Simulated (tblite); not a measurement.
A geometry optimisation, step by step.

Species: C₆H₁₁NSeSi.
Numbering: `[CH2:1]=[C:2]([CH3:3])[CH2:4][Si@:5]([CH3:6])([SeH:7])[C:8]#[N:9]` (hydrogens: H10, H11 on C1; H12, H13, H14 on C3; H15, H16 on C4; H17, H18, H19 on C6; H20 on Se7)

Computed with GFN2-xTB (tblite), gas phase: L-BFGS steps from a force-field or distance-geometry start until the largest atomic force falls under 0.01 eV/Å. 5 of its 131 geometries are shown.

Step 0: E = -712.7488 eV, largest atomic force 3.933 eV/Å
```
atom  x, y, z in Å  |  force x, y, z in eV/Å
C1     -2.424    0.934    0.006   -0.120   0.290   0.263
C2     -1.491    0.040   -0.281   -0.631   0.869   0.204
C3     -1.515   -0.650   -1.591   -0.744  -0.511  -0.361
C4     -0.456   -0.221    0.754   -1.236  -1.211   0.956
Si5     1.280    0.115    0.254    0.404   0.993   0.443
C6      2.352   -0.557    1.641   -0.210  -0.226   0.477
Se7     1.724    2.320   -0.100   -0.275   1.117  -0.198
C8      1.785   -0.803   -1.230    0.998  -2.001  -3.236
N9      2.120   -1.407   -2.171   -0.661   1.306   2.003
H10    -3.228    1.205   -0.658    0.091  -0.008   0.026
H11    -2.391    1.418    0.969   -0.282   0.174  -0.048
H12    -0.560   -0.570   -2.108   -0.134  -0.049  -0.065
H13    -1.718   -1.721   -1.374    0.114   0.477  -0.497
H14    -2.349   -0.223   -2.234    1.113  -0.651   0.734
H15    -0.489   -1.309    1.051   -0.106   0.855  -0.221
H16    -0.687    0.367    1.682    0.132  -0.512  -0.753
H17     2.387    0.195    2.457    0.357  -0.715  -0.465
H18     1.855   -1.482    2.017    0.724   0.674  -0.103
H19     3.333   -0.793    1.218   -0.135   0.071   0.672
H20     0.466    3.153   -0.307    0.603  -0.941   0.167
```

Step 32: E = -713.3765 eV, largest atomic force 0.196 eV/Å
```
atom  x, y, z in Å  |  force x, y, z in eV/Å
C1     -2.431    1.116   -0.040   -0.020  -0.007   0.018
C2     -1.555    0.149   -0.271    0.010   0.001  -0.008
C3     -1.547   -0.620   -1.555    0.002  -0.008   0.007
C4     -0.550   -0.286    0.749    0.082  -0.012  -0.022
Si5     1.292    0.032    0.314    0.137   0.107   0.090
C6      2.492   -0.543    1.688   -0.007   0.013  -0.013
Se7     1.604    2.300   -0.053    0.058  -0.022   0.029
C8      1.796   -0.826   -1.280   -0.017  -0.072   0.043
N9      2.137   -1.335   -2.248   -0.005   0.020   0.013
H10    -3.186    1.373   -0.762    0.041   0.063  -0.053
H11    -2.469    1.661    0.887    0.067   0.016   0.054
H12    -0.603   -0.493   -2.086   -0.035   0.017   0.043
H13    -1.668   -1.683   -1.350    0.006  -0.024  -0.038
H14    -2.357   -0.294   -2.201    0.006  -0.012  -0.029
H15    -0.672   -1.358    0.903    0.023  -0.061   0.068
H16    -0.741    0.213    1.701   -0.054  -0.025  -0.014
H17     2.532    0.184    2.497   -0.078  -0.019  -0.052
H18     2.185   -1.496    2.111   -0.005   0.040  -0.037
H19     3.509   -0.661    1.321   -0.114   0.023  -0.083
H20     0.227    2.578   -0.326   -0.096  -0.036  -0.016
```

Step 65: E = -713.4338 eV, largest atomic force 0.068 eV/Å
```
atom  x, y, z in Å  |  force x, y, z in eV/Å
C1     -2.218    1.239   -0.059    0.033   0.019   0.006
C2     -1.523    0.124   -0.256   -0.008   0.008   0.009
C3     -1.559   -0.626   -1.548   -0.011  -0.002  -0.009
C4     -0.578   -0.410    0.768    0.021  -0.012   0.010
Si5     1.241    0.050    0.354    0.020  -0.065   0.000
C6      2.489   -0.481    1.684    0.013   0.016   0.008
Se7     1.328    2.309   -0.057    0.028   0.027  -0.009
C8      1.748   -0.862   -1.214   -0.009   0.034   0.040
N9      2.085   -1.398   -2.168    0.001  -0.006   0.004
H10    -2.877    1.642   -0.810    0.001  -0.037  -0.004
H11    -2.187    1.775    0.875    0.008  -0.001   0.033
H12    -0.629   -0.465   -2.095   -0.013  -0.013  -0.022
H13    -1.648   -1.696   -1.367   -0.026  -0.005  -0.019
H14    -2.387   -0.300   -2.170   -0.008   0.007  -0.010
H15    -0.653   -1.496    0.824   -0.019  -0.008  -0.015
H16    -0.815   -0.009    1.754   -0.006   0.018  -0.014
H17     2.466    0.184    2.542   -0.030   0.019  -0.005
H18     2.293   -1.490    2.035   -0.010   0.008  -0.020
H19     3.496   -0.461    1.280    0.014   0.011   0.004
H20    -0.076    2.383   -0.374    0.000  -0.017   0.014
```

Step 98: E = -713.4503 eV, largest atomic force 0.068 eV/Å
```
atom  x, y, z in Å  |  force x, y, z in eV/Å
C1     -2.131    1.258   -0.017    0.009  -0.013  -0.006
C2     -1.509    0.110   -0.268   -0.043  -0.008   0.014
C3     -1.657   -0.618   -1.566    0.004   0.015  -0.009
C4     -0.551   -0.491    0.703    0.008   0.007   0.003
Si5     1.263    0.019    0.323    0.026   0.001  -0.022
C6      2.471   -0.394    1.726    0.019   0.001   0.022
Se7     1.350    2.272   -0.128   -0.016   0.002  -0.013
C8      1.817   -0.916   -1.211   -0.033  -0.003   0.007
N9      2.144   -1.475   -2.155    0.010   0.005   0.007
H10    -2.806    1.704   -0.728    0.008  -0.011   0.014
H11    -2.035    1.765    0.930    0.003  -0.013  -0.009
H12    -0.709   -0.613   -2.106   -0.016  -0.012  -0.001
H13    -1.928   -1.660   -1.393   -0.006   0.067  -0.006
H14    -2.417   -0.151   -2.188    0.018  -0.029  -0.006
H15    -0.622   -1.578    0.678    0.015   0.006   0.008
H16    -0.779   -0.162    1.717   -0.019   0.000  -0.001
H17     2.263    0.218    2.598    0.016  -0.009   0.008
H18     2.411   -1.437    2.021   -0.004  -0.007  -0.013
H19     3.492   -0.193    1.414   -0.002   0.004   0.014
H20    -0.073    2.353   -0.351    0.004  -0.005  -0.009
```

Step 130: E = -713.4543 eV, largest atomic force 0.010 eV/Å
```
atom  x, y, z in Å  |  force x, y, z in eV/Å
C1     -2.126    1.254    0.012   -0.003  -0.004   0.000
C2     -1.508    0.111   -0.263    0.000   0.004  -0.005
C3     -1.671   -0.599   -1.569   -0.001  -0.002  -0.001
C4     -0.540   -0.503    0.691   -0.006   0.002   0.004
Si5     1.272    0.027    0.319    0.002  -0.003  -0.001
C6      2.473   -0.374    1.734    0.004  -0.001   0.002
Se7     1.334    2.268   -0.184    0.002   0.000  -0.002
C8      1.834   -0.933   -1.196   -0.003   0.003   0.005
N9      2.176   -1.507   -2.126    0.000  -0.003  -0.003
H10    -2.812    1.709   -0.682    0.006   0.001   0.002
H11    -2.019    1.746    0.966   -0.002  -0.003  -0.004
H12    -0.707   -0.700   -2.067   -0.002   0.002  -0.001
H13    -2.063   -1.602   -1.406   -0.002  -0.002   0.000
H14    -2.353   -0.062   -2.224    0.005   0.000  -0.003
H15    -0.599   -1.590    0.644    0.001   0.000  -0.001
H16    -0.772   -0.198    1.711   -0.002   0.001   0.010
H17     2.207    0.172    2.635   -0.004   0.001  -0.003
H18     2.470   -1.434    1.967    0.008   0.003  -0.003
H19     3.485   -0.092    1.462   -0.004  -0.003  -0.001
H20    -0.087    2.319   -0.430    0.000   0.002   0.004
```

Task: Summarise the path.

Result: The energy falls by 16.27 kcal/mol from step 0 to step 130; nine tenths of that is first reached at step 34. It rises by more than 0.2 meV at step 1. The largest force goes from 3.933 to 0.010 eV/Å. Among the bonds C4–Si5 changes most, from 1.838 to 1.924 Å; the atoms move by 0.451 Å rms after alignment.

What follows is the cost of the whole relaxation. Time: 2.3 s of wall time. Hardware: one thread, Arm Neoverse N1 (aarch64), shared host with 64 logical CPUs at a one-minute load of 56.
